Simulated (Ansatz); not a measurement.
`C[O][Ge]([F])([Cl])[SeH]` + `O[SiH](F)[SiH3]` → `C[O][GeH]([Cl])[SeH]` + `O[Si](F)(F)[SiH3]`  (redistribution)

Program: Ansatz. Geometries: PBE0-D4/def2-TZVP. ΔE: electronic, gas phase. CCSD(T)/CBS is the MP2 limit (def2-TZVPP, def2-QZVPP) plus CCSD(T) − MP2 in def2-TZVPP, frozen cores. This one scheme is used for every species. Functionals use def2-TZVPP. B3LYP here is the variant with VWN-RPA as its local correlation; programs differ in this. For Ge, Se outer-core shells are correlated without core-valence functions, which leaves a few kJ/mol of doubt a bond. Scalar relativity is left out up to krypton. One conformer a species, not always the lowest.

**Question.** Is it downhill or uphill in electronic energy at CCSD(T)/CBS, and by how much? (Estimate.)

**Answer.** The calculation gave: Downhill: ΔE = -101.6 kJ/mol.

**Question.** What do these levels give: PBE0-D4, B3LYP-D4, PBE, CCSD(T)/def2-TZVPP, MP2/def2-QZVPP, HF/CBS(def2)? (Estimate.)

**Answer.** The calculation gave: PBE0-D4 -98.4, B3LYP-D4 -98.2, PBE -92.9, CCSD(T)/def2-TZVPP -97.2, MP2/def2-QZVPP -101.6, HF/CBS(def2) -98.5 kJ/mol.

Largest T1 diagnostic among the species: 0.013.

From PBE to PBE0 (25 % exact exchange), in def2-TZVPP and without D4, ΔE moves by −4.5 kJ/mol.
